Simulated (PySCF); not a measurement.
Mo(O)2(Me)2 (C2H6MoO2), SMILES [CH3][Mo]([CH3])(=[O])=[O], multiplicity 1.

The structure is a stationary point at B3LYP-D3(BJ)/def2-SVP. The multiplicity is an assumed one; no other spin state was optimised. The structure was generated by enumeration; whether it is a known compound was not checked. The def2 effective core potentials stand for the cores of Mo; spin–orbit coupling is left out.

Calculation: B3LYP/def2-TZVP (PySCF).

Symmetry labels are those of the subgroup C2v that the program uses (full group C2v).

Task: List the valence orbital energies around the gap with their symmetry. (The exact figures need the calculation; the answer reports its results.)

Result: 
| orbital | symmetry | energy (eV) |
|---|---|---|
| HOMO−7 | B1 | -11.64 |
| HOMO−6 | B2 | -10.98 |
| HOMO−5 | A2 | -10.42 |
| HOMO−4 | B1 | -10.38 |
| HOMO−3 | A1 | -9.93 |
| HOMO−2 | A1 | -9.04 |
| HOMO−1 | B2 | -8.70 |
| HOMO | B1 | -8.40 |
| LUMO | A1 | -3.08 |
| LUMO+1 | A2 | -2.18 |
| LUMO+2 | B1 | -0.82 |
| LUMO+3 | A1 | -0.33 |
